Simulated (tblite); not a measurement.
C2H9NOSi2.
Geometry (GFN2-xTB, Å), atoms numbered from 1 in this order:
```
atom  x, y, z in Å
N1     2.1625    0.6108    0.1906
C2     1.1590   -0.2960    0.1509
O3     1.2951   -1.4207    0.6042
C4    -0.1277    0.1090   -0.4632
Si5   -0.9752   -1.5808   -0.7655
Si6   -1.0751    1.2475    0.7310
H7     2.0422    1.5479   -0.1469
H8     3.0380    0.3556    0.6164
H9     0.0445    0.6600   -1.3899
H10   -0.0926   -2.4189   -1.5695
H11   -2.1859   -1.2840   -1.5487
H12   -1.3750   -2.1967    0.4910
H13   -2.3875    1.5399    0.1577
H14   -0.3266    2.5075    0.8738
H15   -1.2003    0.6269    2.0463
```

Level: GFN2-xTB in tblite, geometry and Hessian alike; calculated harmonic values, unscaled, isolated species. The method is semi-empirical: single wavenumbers can be off by several per cent or more. Modes of hydrogen on silicon can be 10 to 20 % off. One conformer, not necessarily the lowest.

Harmonic wavenumbers (cm⁻¹): 55.5, 106.4, 137.5, 152.3, 180.3, 225.7, 249.1, 376.3, 493.0, 507.6, 519.6, 537.9, 539.1, 599.3, 629.9, 727.6, 754.4, 768.9, 790.0, 797.7, 809.0, 815.6, 859.2, 942.0, 1031.9, 1057.1, 1141.7, 1316.4, 1455.3, 1700.2, 2188.4, 2194.3, 2281.9, 2299.9, 2306.4, 2334.7, 2941.1, 3470.3, 3551.2.

A = 2306, B = 2212, C = 1293 MHz; mass 119.022 u (most abundant isotopes); point group C1, symmetry number 1.

Problem. Zero-point energy?

Solution. ½Σν̃ = 21922 cm⁻¹ = 262.25 kJ/mol.

Problem. Entropy at 350 K, 1 bar (ideal gas, RRHO, classical rotation)?

Solution. Translation 171.79, rotation 120.32, vibration 132.20: S = 424.3 J/(mol K).

Problem. And Cp and H(350 K) − H(0)?

Solution. Cp = 175.74 J/(mol K), of which vibrations give 142.48 (their classical limit is 39 R = 324.3); H(350 K) − H(0) = 36.81 kJ/mol without the zero-point energy, 25.17 from vibrations.

Problem. Blend soft modes into free rotors: weight 1/[1 + (100 cm⁻¹/ν̃)⁴] for the oscillator and the rest for a rotor with moment μB/(μ + B), μ = h/(8π²ν), B = 10⁻⁴⁴ kg m². What vibrational entropy results?

Solution. 125.18 J/(mol K) in place of 132.20, which changes −T·S at 350 K by +2.46 kJ/mol.

Problem. Which modes carry the vibrational entropy at 350 K?

Solution. 55.5 cm⁻¹: 20.62; 106.4 cm⁻¹: 15.26; 137.5 cm⁻¹: 13.17; 152.3 cm⁻¹: 12.34; 180.3 cm⁻¹: 10.99; 225.7 cm⁻¹: 9.23 J/(mol K); the other 33 give 50.60 together.

Problem. How do the functions run with temperature in this model?

Solution. 
```json
{"T (K)": "100", "S (J/(mol K))": "278.9", "Cp (J/(mol K))": "74.2", "H − H(0) (kJ/mol)": "5.12", "G − H(0) (kJ/mol)": "-22.77", "ln q(vib)": "1.26"}
{"T (K)": "200", "S (J/(mol K))": "343.1", "Cp (J/(mol K))": "116.8", "H − H(0) (kJ/mol)": "14.63", "G − H(0) (kJ/mol)": "-54.00", "ln q(vib)": "3.58"}
{"T (K)": "300", "S (J/(mol K))": "398.6", "Cp (J/(mol K))": "158.3", "H − H(0) (kJ/mol)": "28.45", "G − H(0) (kJ/mol)": "-91.13", "ln q(vib)": "6.02"}
{"T (K)": "500", "S (J/(mol K))": "494.2", "Cp (J/(mol K))": "215.8", "H − H(0) (kJ/mol)": "66.37", "G − H(0) (kJ/mol)": "-180.73", "ln q(vib)": "10.91"}
{"T (K)": "800", "S (J/(mol K))": "607.4", "Cp (J/(mol K))": "265.2", "H − H(0) (kJ/mol)": "139.23", "G − H(0) (kJ/mol)": "-346.72", "ln q(vib)": "17.69"}
{"T (K)": "1000", "S (J/(mol K))": "669.0", "Cp (J/(mol K))": "286.2", "H − H(0) (kJ/mol)": "194.49", "G − H(0) (kJ/mol)": "-474.52", "ln q(vib)": "21.74"}
```

q(vib) and H(0) count from the zero-point level.

Hindered rotation and anharmonicity are outside this model. Other conformers, if any are populated, would add a mixing term that is left out. The structure is chiral; the term R ln 2 for an equal mix with its mirror image is left out.

Hardware: one thread, Arm Neoverse V2 (aarch64), shared host with 96 logical CPUs at a one-minute load of 84. Cost: 0.4 s. The figure is for the frequency step alone.
